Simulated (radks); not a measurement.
The numbers below are computed, except where a source is named.
Neutral rhenium inside a hard spherical wall (all orbitals vanish at R), configuration held at [Xe] 4f14 5d5 6s2 and not refilled when levels cross. Code: a radial shooting solver on a logarithmic mesh with Libxc functionals. Model: scalar-relativistic Kohn-Sham, PBEsol, spin-polarised, spherical densities, finite nucleus; open shells are filled with parallel spins first (spin-orbit coupling, left out, can overturn this in heavy ions); Fermi nuclear charge, rms radius 5.3698 fm. Eigenvalues in eV for spin up, with the zero of energy where the potential of the charges vanishes at infinity; a dash marks a level that is unbound or too diffuse for the functional's potential to be trusted. A positive occupied level is held by the wall or, in an anion where self-interaction has pushed it up, behind a barrier. The pressure on the wall is -dE/dV.

R (bohr),E (hartree),kinetic (hartree),e(5p),e(4f),e(6s),e(5d),"e(6p, empty)","e(7s, empty)",pressure (GPa)
free,-16684.7270,18429.116,-47.826,-42.105,-6.613,-6.432,-1.549,-,0
20,-16684.7270,18429.116,-47.826,-42.105,-6.613,-6.432,-1.549,-,< 0.0001
10,-16684.7267,18429.120,-47.799,-42.079,-6.591,-6.407,-1.450,1.601,0.00913
8,-16684.7234,18429.149,-47.642,-41.921,-6.460,-6.262,-1.099,3.909,0.157
6,-16684.6862,18429.390,-46.671,-40.921,-5.564,-5.385,0.642,11.486,3.28
3.5,-16683.5820,18434.151,-37.093,-30.075,8.549,4.130,21.539,71.237,329
2.5,-16678.5902,18453.058,-18.778,-8.038,53.802,26.870,79.591,201.71,4400
2,-16667.2876,18493.228,9.029,21.861,134.43,63.363,173.72,390.70,23300
1.5,-16622.4786,18638.650,96.963,95.069,379.40,173.99,442.50,889.51,185000
